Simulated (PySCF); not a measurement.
Al(Cl)(OMe)(NH2) (CH₅AlClNO), SMILES C[O][Al]([NH2])[Cl]. Geometry optimised at ωB97X-D3(BJ)/def2-SVP. The structure was generated by enumeration; whether it is a known compound was not checked. One conformer was computed; it need not be the lowest.

Computed equilibrium geometry at ωB97X-D3(BJ)/def2-SVP (PySCF confirms it by a frequency run) as Cartesian coordinates in Å (one conformer of several):
```xyz
10

Al    -0.2392     0.4255     0.1704
Cl     1.3378    -0.5529     1.1536
O     -0.8080    -0.1917    -1.2946
C     -0.4936    -1.2736    -2.1234
H     -0.2226    -0.9193    -3.1338
H      0.3526    -1.8703    -1.7342
H     -1.3634    -1.9466    -2.2270
N     -0.9454     1.8700     0.8779
H     -0.6484     2.2876     1.7526
H     -1.7064     2.4007     0.4687
```
Charge 0, spin multiplicity 1.
